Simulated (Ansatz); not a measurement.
Total energies of `Sc1ccc(-c2ccc(-c3ccc(-c4ccc(S)o4)o3)o2)o1` from Ansatz at PBE0-D4/def2-TZVP, gas phase (1 Eh = 27.2114 eV = 2625.5 kJ/mol). The reference geometry is relaxed at PBE-D4/def2-SVP.

```xyz
32

S    -6.9911    3.7426    0.2071
C    -5.3088    3.4705   -0.1851
C    -4.3481    4.3179   -0.7075
C    -3.1132    3.6057   -0.6781
C    -3.4023    2.3571   -0.1442
C    -2.5999    1.1961    0.1119
C    -2.8892   -0.0565    0.6374
C    -1.6659   -0.7817    0.6430
C    -0.7015    0.0724    0.1214
C     0.7020   -0.0718   -0.1220
C     1.6665    0.7821   -0.6437
C     2.8898    0.0566   -0.6379
C     2.6003   -1.1958   -0.1123
C     3.4023   -2.3570    0.1442
C     3.1128   -3.6053    0.6785
C     4.3474   -4.3180    0.7080
C     5.3084   -3.4711    0.1855
S     6.9908   -3.7437   -0.2063
O     4.7306   -2.2746   -0.1713
O     1.2696   -1.2758    0.2030
O    -1.2693    1.2763   -0.2034
O    -4.7305    2.2742    0.1713
H    -7.5242    2.8121   -0.6434
H    -4.5293    5.3327   -1.0767
H    -2.1295    3.9462   -1.0163
H    -3.8741   -0.3945    0.9748
H    -1.4931   -1.8069    0.9851
H     1.4938    1.8071   -0.9860
H     3.8746    0.3944   -0.9754
H     2.1289   -3.9454    1.0167
H     4.5283   -5.3327    1.0774
H     7.5239   -2.8132    0.6442
```

```tsv
state	geometry	energy (Eh)
charge 0 singlet	reference	-1712.02361
charge 1 doublet	reference	-1711.78671
charge -1 doublet	reference	-1712.05301
free S atom (triplet)	–	-397.97371
free C atom (triplet)	–	-37.80537
free O atom (triplet)	–	-75.01860
free H atom (doublet)	–	-0.50104
```

Single mean-field runs in def2-TZVP are fitted with def2-universal-jkfit.

(1) Work out the vertical ionisation energy to the doublet.

(2) Work out the vertical electron affinity, to the doublet.

(3) Give the fundamental gap IE − EA, the Mulliken electronegativity (IE + EA)/2 and the hardness (IE − EA)/2.

(4) What is the binding energy per atom against free atoms?

(1) E(charge 1 doublet) − E(charge 0 singlet) = -1711.78671 − (-1712.02361) = 0.23690 Eh = 6.45 eV. For comparison, −ε of the highest occupied level is 5.28 eV at this level, 1.17 eV less.

(2) E(charge 0 singlet) − E(charge -1 doublet) = -1712.02361 − (-1712.05301) = 0.02940 Eh = 0.80 eV. The basis lacks diffuse functions, which makes affinities too small.

(3) From the values in Eh: IE − EA = 0.23690 − 0.02940 = 0.20750 Eh = 5.65 eV; (IE + EA)/2 = 3.62 eV; (IE − EA)/2 = 2.82 eV. The HOMO–LUMO gap of the same run is 3.40 eV, 2.25 eV smaller than the fundamental gap.

(4) Atoms: 2 × (-397.97371) + 16 × (-37.80537) + 4 × (-75.01860) + 10 × (-0.50104) = -1705.91814 Eh. Binding: -1705.91814 − (-1712.02361) = 6.10547 Eh = 166.14 eV, or 5.19 eV for each of 32 atoms (no zero-point energy, no counterpoise term).

At PBE0-D4/def2-TZVP the highest occupied level of the charge -1 doublet lies above zero (up to 0.34 eV). By energy differences its removal costs 0.80 eV (vertical, to the charge 0 singlet, at PBE0-D4/def2-TZVP); self-interaction error and the lack of diffuse functions both raise the level.
